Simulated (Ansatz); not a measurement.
Geometry optimisation, RKS PBE0-D4/def2-SVP in Ansatz 0.2.0.

Input file:

```yaml
crystal:
  periodic: [false, false, false]
  atoms:
    - { symbol: Zr, position_ang: [0.0, 0.0, 0.0] }
    - { symbol: Cl, position_ang: [0.0, 0.0, 2.52] }
    - { symbol: Cl, position_ang: [2.3764, 0.0, -0.8392] }
    - { symbol: O, position_ang: [-0.975, 1.6891, -0.6893] }
    - { symbol: H, position_ang: [-1.9328, 1.4584, -0.9117] }
    - { symbol: F, position_ang: [-0.9326, -1.6157, -0.6593] }
basis:
  gaussian: { orbitals: def2-SVP }
hamiltonian:
  xc: pbe0
  dispersion: d4
relax:
  f_tol: 0.02
  max_steps: 40
output:
  orbitals: {}
```

Launched with:

```bash
$ ansatz run input.yaml --threads 2 --pin off --max-ram 3072MiB --backend cpu --events-out ev --progress --plain --runs-dir out
```

Where does it end, and by what steps?

The forces met the threshold. After 7 steps the energy has fallen by 1.058 eV; H5 moved furthest, 0.58 Å.

```csv
step,energy less start (eV),largest force component (eV/Å),accepted
0,0.0000,3.297,yes
1,-0.8482,1.434,yes
2,-0.9258,0.468,yes
3,-0.9601,0.335,yes
4,-1.0092,0.192,yes
5,-1.0478,0.331,yes
6,-1.0574,0.041,yes
7,-1.0578,0.017,yes
```

```xyz
6
Properties=species:S:1:pos:R:3
Zr -0.035 -0.101 0.026
Cl 0.005 0.003 2.373
Cl 2.136 0.145 -0.837
O -1.136 1.274 -0.644
H -1.688 1.981 -0.979
F -0.745 -1.769 -0.519
```

Whether the end is a true minimum wasn't checked by a vibrational analysis.

The run took 12 s on 2 threads of AMD EPYC 9R45 96-Core Processor (Zen 5), with other jobs on the host, peak memory 0.25 GiB.
